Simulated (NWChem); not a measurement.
System: PbNH₃, singlet; SMILES [NH2][PbH]

```xyz
5

Pb     0.0212    -0.2204     0.0000
H     -1.8411    -0.2439     0.0000
N      0.0105     1.9076     0.0000
H     -0.8218     2.4888     0.0000
H      0.8521     2.4758     0.0000
```
Atoms are numbered in this order, from 1.

Results from NWChem. Low-valent species are run as closed-shell singlets; no triplet was tried in these runs. All runs use the structure optimised with PBE0/def2-SVP. def2 effective core potentials on Pb; no spin-orbit coupling. Vertical excitations in the gas phase.

### Question
Predict the results for PBE/def2-SVP, TDA. Quantities: lowest excitation, singlet (eV); oscillator strength of that lowest state; lowest state with f > 0.02, singlet (eV); oscillator strength of that bright state; orbital gap (eV).

### Answer
The lowest excitation, singlet (eV) comes out as 3.38 and the oscillator strength of that lowest state is 0.013. The lowest state with f > 0.02, singlet (eV) comes out as 4.75, the oscillator strength of that bright state comes out as 0.079 and the orbital gap (eV) is 3.04.
